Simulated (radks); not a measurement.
Problem. The mean radii <r> (bohr) of the occupied orbitals of an atom or ion are listed with their occupations. All-electron calculation, non-relativistic Kohn-Sham, TPSS, spin-polarised, spherical densities, point nucleus; meta-GGA in the generalised Kohn-Sham scheme. Program: a radial shooting solver on a logarithmic mesh with Libxc functionals.

orbital  occ.      <r>
1s up       1  0.02861
1s down     1  0.02858
2s up       1   0.1184
2s down     1   0.1189
2p up       3   0.1002

Name the element and its charge. Open shells, if any, are filled with parallel spins first.

Solution. Z = 53, iodine, charge +46: I46+ in [He] 2s2 2p3. The 1s radius gives Z: for a bare nucleus <r> = 1.5/Z, 0.0283 bohr for Z = 53, and screening makes it slightly larger (0.02861 here). The occupations add up to 7, and the charge is Z minus that.
